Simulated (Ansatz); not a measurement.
`CNBBr` + HCl → `CNBCl` + HBr  (ligand exchange at a B–Br bond)

Isolated molecules relaxed with PBE0-D4/def2-TZVP in Ansatz; ΔE leaves out vibrations. CCSD(T)/CBS adds triple-zeta CCSD(T) − MP2 to the extrapolated MP2 energy (def2 sets, frozen cores). This one scheme is used for every species. Functionals use def2-TZVPP. B3LYP here is the variant with VWN-RPA as its local correlation; programs differ in this. For Br outer-core shells are correlated without core-valence functions, which leaves a few kJ/mol of doubt a bond. Scalar relativity is left out up to krypton. Each species was taken in one conformer, which may not be the lowest.

`CNBBr`:

Z-matrix (Å, degrees):
```
C
N 1 1.446
H 1 1.094 2 111.3
H 1 1.094 2 111.3 3 -121.0
H 1 1.090 2 109.2 3 119.5
B 2 1.378 1 125.8 3 -119.6
H 2 1.009 1 114.9 3 60.4
Br 6 1.934 2 119.5 1 -180.0
H 6 1.191 2 122.0 1 -0.0
```

HCl:

Cartesian coordinates in Å:
```
Cl 0.004 0.622 -0.148
H -0.004 -0.622 0.148
```

`CNBCl`:

Cartesian coordinates in Å:
```
C 1.088 0.381 -0.320
N -0.058 -0.471 -0.103
B -1.258 -0.087 0.464
Cl -2.557 -1.276 0.651
H 1.965 0.018 0.223
H 1.344 0.443 -1.382
H 0.860 1.386 0.035
H 0.058 -1.427 -0.402
H -1.442 1.032 0.833
```

HBr:

Z-matrix (Å, degrees):
```
Br
H 1 1.420
```

```json
{"level": "B3LYP-D4", "ΔE (kJ/mol)": "-8.7"}
{"level": "CAM-B3LYP-D4", "ΔE (kJ/mol)": "-9.9"}
{"level": "B3LYP", "ΔE (kJ/mol)": "-9.9"}
{"level": "MP2/def2-TZVPP", "ΔE (kJ/mol)": "-3.5"}
```

Q: What does CCSD(T)/CBS give? (An estimate is asked.)

A: Computed: -4.0 kJ/mol. The listed levels differ from it by -4.7, -5.9, -5.9, 0.5 kJ/mol.

Largest T1 diagnostic among the species: 0.011.

In def2-TZVPP, CCSD(T) changes the Hartree–Fock value by +3.9 kJ/mol (the triples alone add +0.3 kJ/mol) and MP2 by +5.4 kJ/mol. At CCSD(T), def2-SVP lies −10.4 kJ/mol from the extrapolated value and def2-TZVPP −0.9 kJ/mol. Leaving LDA and LC-ωPBE aside and taking each functional with its dispersion term where it has one, the values, not all of them listed here, spread over 5.2 kJ/mol, from B97M-V to PBE-QIDH.
